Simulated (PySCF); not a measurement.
(1E)-1-bromobuta-1,3-diene (C4H5Br), SMILES C=C/C=C/Br.

The structure is a stationary point at B3LYP-D3(BJ)/def2-SVP. The values are those of a single conformer.

The numbers are results of CAM-B3LYP/def2-TZVP (PySCF), not measurements.

The molecule is in vacuum.

Computed frontier levels, gap, dipole moment and polarisability:
The highest occupied level is -7.94 eV and the lowest empty level is -0.15 eV. The orbital gap comes out as 7.79 eV and the dipole moment comes out as 1.54 D. The quadrupole, principal values (traceless, Buckingham form, about the centre of nuclear charge) is -6.55, 2.57, 3.98 D·Å, the mean static polarisability is 75.6 bohr³ (11.20 Å³) and the polarisability, principal values is 41.9, 57.8, 127.1 bohr³.
